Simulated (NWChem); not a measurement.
Species: GeNH$_{3}$O, singlet; SMILES [OH][Ge][NH2]

```xyz
6

Ge    -0.4603     0.0331     0.0000
O      0.7318     1.4020     0.0000
H      1.6600     1.1159     0.0000
N      0.7257    -1.3869     0.0000
H      1.7402    -1.3390     0.0000
H      0.3942    -2.3452     0.0000
```
Atoms are numbered in this order, from 1.

Computed with NWChem. Low-valent species are run as closed-shell singlets; no triplet was tried in these runs. All runs use the structure optimised with B3LYP/6-31G* (spherical d). Total energies compare along this basis series because the functional is fixed.

```tsv
level	basis functions	energy (Ha)	highest occupied level (eV)	orbital gap (eV)	dipole (D)
PBE0/pcseg-1	70	-2208.1467	-7.43	6.29	2.79
PBE0/aug-pcseg-1	109	-2208.1611	-7.54	6.17	2.56
PBE0/pcseg-2	145	-2208.5160	-7.47	6.21	2.61
PBE0/STO-3G	31	-2182.6949	-3.38	5.99	2.60
PBE0/def2-SVP	75	-2208.0494	?	6.32	?
```

Question: Complete the blanks.

Answer: 
- PBE0/def2-SVP, highest occupied level (eV): -7.25
- PBE0/def2-SVP, dipole (D): 2.88
